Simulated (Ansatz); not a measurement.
Ansatz results at the PBE0-D4/def2-TZVP geometry: size of the dipole moment (PBE/def2-TZVPP) 1.49 D; LUMO energy (PBE0/def2-TZVPP) -1.70 eV; HOMO energy (ωB97M-V/def2-TZVPP) -9.71 eV.

Each molecule was computed in one conformer, which needn't be the lowest.

Task: Which molecule gave them?
A. `[NH]=[Nb]([F])([Cl])[Cl]`
B. `[CH3][Nb]([OH])([OH])=[S]`
C. `[CH3][Nb](=[NH])([NH2])[F]`
D. `C[O][Nb](=[NH])([OH])[F]`

Result: B. The others give `[NH]=[Nb]([F])([Cl])[Cl]`: 1.36, -2.56, -10.98; `[CH3][Nb](=[NH])([NH2])[F]`: 2.02, -1.08, -9.97; `C[O][Nb](=[NH])([OH])[F]`: 2.79, -0.61, -10.38.
